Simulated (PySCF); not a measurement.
# Excitation energy of Cl+ by level of theory

Cl+ [Ne] 3s2 3p4 (3P) → Cl+ [Ne] 3s1 3p4 4s1 (5P), as a difference of total energies. All numbers are calculated (PySCF 2.14, no relativity, point nucleus, in aug-cc-pV(D+d)Z). Correlated levels: valence: [Ne] frozen. The calculations carry no spin-orbit coupling.

```json
{"method": "UHF", "excitation energy (eV)": "25.445"}
{"method": "MP2 (valence)", "excitation energy (eV)": "25.346"}
{"method": "SCS-MP2 (valence)", "excitation energy (eV)": "25.438"}
{"method": "CCSD (valence)", "excitation energy (eV)": "24.955"}
{"method": "CCSD(T) (valence)", "excitation energy (eV)": "24.870"}
{"method": "CCSDT (valence)", "excitation energy (eV)": "24.822"}
```

Task: How much does correlation contribute at CCSD(T) (valence)?

Result: 24.870 − (25.445) = -0.575 eV, measured against UHF.

A first-order spin-orbit estimate (lowest level to lowest level, LS coupling) adds -0.005 eV.

The upper state lies above the first ionisation limit, where it may autoionise and the basis confines it. A Rydberg-like electron needs more diffuse functions than a valence basis has.

The promoted electron is Rydberg-like, and one or two diffuse shells describe it only roughly, which tends to raise the upper state.

The coupled-cluster amplitudes are large for the upper state (T1 above 0.03 or a double amplitude above 0.15), so a single reference is strained.
